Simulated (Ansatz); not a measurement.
(KCl)2 ring (K2Cl2): single points at one geometry.

```yaml
crystal:
  periodic: [false, false, false]
  atoms:
    - {symbol: K, position_ang: [-1.736707, 0.473211, -0.780877]}
    - {symbol: Cl, position_ang: [-0.788897, 0.293091, 1.932234]}
    - {symbol: K, position_ang: [1.736983, -0.472179, 0.780844]}
    - {symbol: Cl, position_ang: [0.788611, -0.294114, -1.932191]}
basis:
  gaussian: {orbitals: def2-TZVP}
magnetization: {spin_polarized: true, initial_magnetization: 2}
hamiltonian: {xc: pbe0, dispersion: d4}
scf: {omitted_lower_state_checks: [starts]}
output: {orbitals: {seedname: orbitals}}
```

The file start.molden holds the orbitals of an earlier run on this structure, at another level or in another basis.

```sh
$ ansatz run in.yaml --threads 4 --pin off --events-out ev --progress --plain --max-ram 3916MiB
```

Output, abridged:

```
Functional definition: PBE0
1064 factors; integrals over basis functions are off by at most 7.4e-4 eV
mean field evaluation 1: about -57677.8179 eV, gradient 1.2e1 eV
mean field evaluation 2: about -57678.1412 eV, gradient 1.2e1 eV
mean field evaluation 4: about -57678.7075 eV, gradient 6.5e-1 eV
mean field evaluation 8: about -57678.7592 eV, gradient 7.8e-2 eV
mean field evaluation 16: about -57678.7593 eV, gradient 2.2e-4 eV
mean field evaluation 32: about -57678.7593 eV, gradient 1.5e-4 eV
mean field -57678.75929562 eV, -2119.6553080469 hartree, gradient 1.4e-6 eV, S^2 2.005015; 0 other end points of the search recorded, 0 dependent functions left out
reference -57678.75933637 eV, -2119.6553095443 hartree; 37, 35 occupied and 103, 105 virtual orbitals, 1064 factors
Total energy: -57678.83878475 eV, -2119.6582292183 hartree
Checks for a lower state left out: starts
```

It took 9 s on 4 threads of Arm Neoverse V2 on a shared host.

The first input with `gaussian: {orbitals: def2-TZVP, initial_orbitals: start.molden}`, `hamiltonian: {xc: r2scan, dispersion: d4}` (abridged; 15 s):

```
Functional definition: r2SCAN
mean field -57692.91593411 eV, -2120.1755549156 hartree, gradient 8.5e-6 eV, S^2 2.003285
Total energy: -57692.93449086 eV, -2120.1762368637 hartree
Checks for a lower state left out: starts
```

As the first input, with `gaussian: {orbitals: def2-TZVP, initial_orbitals: start.molden}`, `hamiltonian: {xc: pbe, dispersion: d4}` (abridged; 6 s):

```
Functional definition: PBE
mean field -57674.60680141 eV, -2119.5027066993 hartree, gradient 8.4e-6 eV, S^2 2.001831
Total energy: -57674.69799200 eV, -2119.5060578915 hartree
Checks for a lower state left out: starts
```

Geometry: PBE0-D4/def2-TZVP, that of the neutral singlet.

At r2SCAN-D4/def2-TZVP, PBE-D4/def2-TZVP the gap within one spin of the charge 0 triplet nearly closes, so an electron or hole may be smeared out by delocalisation error. At PBE0-D4/def2-TZVP a singlet of charge 0 lies 5.33 eV below the triplet at the same geometry.
